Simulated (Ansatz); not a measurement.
Total energies of the cluster Cu2F from Ansatz at PBE-D4/def2-TZVP, gas phase (1 Eh = 27.2114 eV = 2625.5 kJ/mol). The reference geometry is relaxed at r2SCAN-D4/def2-TZVP.

Cartesian coordinates in Å:
```
Cu 0.5625 0.0125 -1.1432
Cu -1.1741 0.3126 0.3838
F 0.6116 -0.3251 0.7594
```

| state | geometry | energy (Eh) |
| --- | --- | --- |
| charge 0 doublet | reference | -3380.36573 |
| charge 1 singlet | reference | -3380.09315 |
| charge 0 quartet | relaxed at r2SCAN-D4/def2-TZVP | -3380.28705 |
| free Cu atom (doublet) | – | -1640.24447 |
| free F atom (doublet) | – | -99.66912 |

(1) Work out the vertical ionisation energy to the singlet.

(2) Which of the charge 0 states is lowest, and how far above it are the others?

(3) What is the binding energy per atom against free atoms?

(1) E(charge 1 singlet) − E(charge 0 doublet) = -3380.09315 − (-3380.36573) = 0.27258 Eh = 7.42 eV. For comparison, −ε of the highest occupied level of the spin that leaves is 4.53 eV at this level, 2.89 eV less.

(2) The doublet. quartet: -3380.28705 − (-3380.36573) = 0.07868 Eh = 206.6 kJ/mol.

(3) Atoms: 2 × (-1640.24447) + 1 × (-99.66912) = -3380.15806 Eh. Binding: -3380.15806 − (-3380.36573) = 0.20767 Eh = 5.65 eV, or 1.88 eV for each of 3 atoms (no zero-point energy, no counterpoise term).

The structure comes from a short search, and lower isomers may exist.
